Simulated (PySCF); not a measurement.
**Steps of a relaxation of Hg2F4**

Hg2F4 (singlet). PySCF 2.14.0, RKS TPSS, Hg def2-SVP with ECP60, F def2-SVP; non-relativistic Hamiltonian with scalar-relativistic core potentials where named; density fitting; no spin-orbit coupling. Origin of the start: displaced along the imaginary mode. Columns: position (Å) and force (eV/Å). Energies are counted from the last step; some of the 11 steps are shown. Forces carry noise of the integration grid, about 0.01 to 0.03 eV/Å.

Run from Python with OMP_NUM_THREADS=2. Where DIIS fails, smearing, a level shift and second-order steps follow.
It took 57 s on 2 threads of Intel(R) Xeon(R) 6975P-C (Granite Rapids) (shared host), from the converged density of the start.

```xyz
6
step 0  E = 0.346 eV
Hg   -0.0564    0.0000    1.7815    -0.22    0.00    0.91
Hg    0.0564    0.0000   -1.7815     0.22    0.00   -0.91
F     1.2721    0.0000   -0.1037     0.18    0.00    0.07
F    -1.2721    0.0000    0.1037    -0.18    0.00   -0.07
F     0.2500    0.0000    3.7429     0.11    0.00   -0.60
F    -0.2500    0.0000   -3.7429    -0.11    0.00    0.60
```

```xyz
6
step 3  E = 0.175 eV
Hg   -0.4626    0.0000    1.8282     0.38    0.00   -0.39
Hg    0.4626    0.0000   -1.8282    -0.38    0.00    0.39
F     1.3179    0.0000    0.0343    -0.04    0.00   -0.88
F    -1.3179    0.0000   -0.0343     0.04    0.00    0.88
F     0.4813    0.0000    3.5745    -0.66    0.00   -0.65
F    -0.4813    0.0000   -3.5745     0.66    0.00    0.65
```

```xyz
6
step 7  E = 0.001 eV
Hg   -0.4111    0.0000    1.7937    -0.01    0.00    0.06
Hg    0.4111    0.0000   -1.7937     0.01    0.00   -0.06
F     1.3675    0.0000   -0.0569     0.03    0.00    0.03
F    -1.3675    0.0000    0.0569    -0.03    0.00   -0.03
F     0.4222    0.0000    3.5452    -0.06    0.00   -0.01
F    -0.4222    0.0000   -3.5452     0.06    0.00    0.01
```

**Question.** Where does the relaxation end?

**Answer.** It converges at step 10 in C2h:
```xyz
6
step 10  E = 0
Hg   -0.4142    0.0000    1.7978
Hg    0.4142    0.0000   -1.7978
F     1.3736    0.0000   -0.0618
F    -1.3736    0.0000    0.0618
F     0.4217    0.0000    3.5467
F    -0.4217    0.0000   -3.5467
```

**Question.** How did the contacts change?

**Answer.** 
```json
{"contact": "Hg2–F3 (F)", "start (Å)": "2.072", "end (Å)": "1.983"}
{"contact": "Hg1–F4 (F)", "start (Å)": "2.072", "end (Å)": "1.983"}
{"contact": "Hg1–F5 (F)", "start (Å)": "1.985", "end (Å)": "1.938"}
{"contact": "Hg2–F6 (F)", "start (Å)": "1.985", "end (Å)": "1.938"}
```


No frequency check is given that shows the relaxed geometry to be a minimum.
